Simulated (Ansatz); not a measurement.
Ga₄P₄. The state is a singlet with charge 0. Geometry PBE0-D4/def2-SVP, basis def2-TZVP, Ansatz.

```xyz
8

Ga    0.996   -0.697    2.228
Ga    1.003   -1.301   -2.139
Ga   -1.470    0.934   -1.666
Ga    1.271    2.060    1.965
P    -0.490   -1.048    0.296
P    -1.414   -1.714   -1.462
P     0.990    0.710   -0.215
P    -0.885    1.057    0.994
```

| run | HOMO (eV) | LUMO (eV) |
| --- | --- | --- |
| A | -4.84 | -3.07 |
| B | -5.06 | -3.09 |
| C | -5.52 | -2.49 |
| D | -4.61 | -2.87 |

The structure comes from a short search, and lower isomers may exist.

**Question.** The runs used BLYP, PBE, PBE0, r2SCAN. Estimate which is which.

**Answer.** A PBE (0 % exact exchange); B r2SCAN (0 % exact exchange); C PBE0 (25 % exact exchange); D BLYP (0 % exact exchange). Exact exchange lowers occupied and raises empty levels; among semilocal functionals meta-GGAs tend to open the gap a little, and such runs are hard to tell apart. The gap grows from 1.75 eV (BLYP) to 3.03 eV (PBE0).
